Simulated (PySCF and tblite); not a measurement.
C2H8O2SeSi2, numbered as in [CH3:1][Si@@H:2]1[O:3][CH2:4][O:5][SiH2:6][Se:7]1. Level: PBE0-D3(BJ)/pcSseg-1//GFN2-xTB, thermal terms from GFN2-xTB, symmetry numbers and mirror pairs counted. Conformers within 2.5 kcal/mol (GFN2-xTB free energy) were kept, 4 at most. GIAO shieldings: PBE0/pcSseg-1. Shifts are against TMS (¹H), TMS (¹³C), TMS (²⁹Si), Me2Se (⁷⁷Se) at the same level. Programs: PySCF with density fitting and tblite.

The 6-ring runs over atoms 2–3–4–5–6–7.

Two conformers hold nearly all the population. I: 6-ring between boat and twist-boat (ring torsions 30, 44, -60, 14, 27, -61°); δ(Se7) = -465.96 ppm. II: 6-ring chair (all substituents equatorial); δ(Se7) = -506.96 ppm. The average over the ensemble at 298.15 K is -483.04 ppm.

What populations and free-energy difference follow from a two-state model?

p(I) = (-483.04 − (-506.96))/(-465.96 − (-506.96)) = 0.58, so K = p(II)/p(I) = 0.71 and G(II) − G(I) = −RT ln K = 0.20 kcal/mol. The weights computed directly are 58.4 % and 41.6 %.

Spin–orbit effects of the heavy atoms on shieldings are missing.


Conformer gaps in pcSseg-1 on xTB geometries can be 2 kcal/mol off for S=O, P=O and other polar bonds.